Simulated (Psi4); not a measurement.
Level of theory: SAPT0/jun-cc-pVDZ, frozen core (Psi4).

Psi4 input:

```
molecule {
0 1
Si -0.39795757 -0.03852073 -0.00603187
O 1.20186770 -0.29852359 -0.32795619
H -0.82084657 1.32757814 -0.40312674
H -0.70061762 -0.21131148 1.43661685
H -1.13641429 -1.04191543 -0.79712682
H 1.85396834 0.26269308 0.09762478
--
0 1
Br 1.34132828 -2.33174490 -2.98215262
Br 3.08469069 -0.82903667 -2.72671044
units angstrom
symmetry c1
no_reorient
no_com
}
set basis jun-cc-pvdz
set scf_type df
set freeze_core true
energy('sapt0')
```

Part of the output:

```
    SAPT Results
  --------------------------------------------------------------------------------------------------------
    Electrostatics                 -4.51483900 [mEh]      -2.83310424 [kcal/mol]     -11.85370815 [kJ/mol]
      Elst10,r                     -4.51483900 [mEh]      -2.83310424 [kcal/mol]     -11.85370815 [kJ/mol]

    Exchange                       11.06697648 [mEh]       6.94463259 [kcal/mol]      29.05634274 [kJ/mol]
      Exch10                       11.06697648 [mEh]       6.94463259 [kcal/mol]      29.05634274 [kJ/mol]
      Exch10(S^2)                  11.00748871 [mEh]       6.90730345 [kcal/mol]      28.90015763 [kJ/mol]

    Induction                      -1.08625993 [mEh]      -0.68163840 [kcal/mol]      -2.85197507 [kJ/mol]
      Ind20,r                      -6.06141671 [mEh]      -3.80359641 [kcal/mol]     -15.91424738 [kJ/mol]
      Exch-Ind20,r                  5.50342681 [mEh]       3.45345246 [kcal/mol]      14.44924510 [kJ/mol]
      delta HF,r (2)               -0.52827004 [mEh]      -0.33149445 [kcal/mol]      -1.38697279 [kJ/mol]

    Dispersion                     -3.67588891 [mEh]      -2.30665511 [kcal/mol]      -9.65104500 [kJ/mol]
      Disp20                       -4.44584280 [mEh]      -2.78980848 [kcal/mol]     -11.67255868 [kJ/mol]
      Exch-Disp20                   0.76995390 [mEh]       0.48315336 [kcal/mol]       2.02151368 [kJ/mol]
      Disp20 (SS)                  -2.22292140 [mEh]      -1.39490424 [kcal/mol]      -5.83627934 [kJ/mol]
      Disp20 (OS)                  -2.22292140 [mEh]      -1.39490424 [kcal/mol]      -5.83627934 [kJ/mol]
      Exch-Disp20 (SS)              0.38185909 [mEh]       0.23962020 [kcal/mol]       1.00257091 [kJ/mol]
      Exch-Disp20 (OS)              0.38809480 [mEh]       0.24353317 [kcal/mol]       1.01894277 [kJ/mol]

  Total HF                          5.46587755 [mEh]       3.42988994 [kcal/mol]      14.35065952 [kJ/mol]
  Total SAPT0                       1.78998864 [mEh]       1.12323483 [kcal/mol]       4.69961452 [kJ/mol]
```
